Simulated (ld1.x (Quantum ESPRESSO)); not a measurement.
# u(r) = r·R(r): atom against pseudo-atom (Ta)

Columns: radius, all-electron u(r) and pseudo u(r) of the 6p shell (level -1.57 eV) of tantalum in the configuration [Xe] 4f14 5d3 6s1.75 6p0.25; PBEsol, scalar-relativistic, TM scheme, ld1.x (Quantum ESPRESSO) 7.5.

```csv
r (bohr),all-electron,pseudo
0.173,-0.0707,0.0015
0.345,0.1115,0.0061
0.518,0.0477,0.0138
0.690,-0.0976,0.0248
0.862,-0.1858,0.0393
1.035,-0.2014,0.0578
1.208,-0.1643,0.0803
1.380,-0.0982,0.1069
1.553,-0.0190,0.1380
1.725,0.0619,0.1730
1.898,0.1393,0.2116
2.070,0.2092,0.2524
2.242,0.2709,0.2941
2.415,0.3243,0.3351
2.588,0.3692,0.3734
2.760,0.4059,0.4072
2.932,0.4352,0.4355
3.105,0.4581,0.4581
3.278,0.4748,0.4748
3.450,0.4862,0.4862
3.623,0.4928,0.4928
3.795,0.4954,0.4954
3.968,0.4943,0.4943
4.140,0.4903,0.4903
4.312,0.4838,0.4838
4.485,0.4751,0.4751
```

(1) How many radial nodes do the two functions have?

(2) At about which radius was the pseudo-wave matched?

(3) Is the pseudo-wave norm-conserving?

## Answers

(1) The all-electron 6p function has n − l − 1 = 4 (the table is too coarse to show those close to the nucleus); the pseudo-wave has 0, since the states of the same l below it are removed with the core.

(2) 3.45 bohr. The columns agree to 0.0005 from 2.93 bohr on; several derivatives are matched, so the curves merge somewhat inside the radius.

(3) Yes: the TM scheme keeps the norm inside the radius equal to the all-electron one, which fixes the energy derivative of the logarithmic derivative at the level.
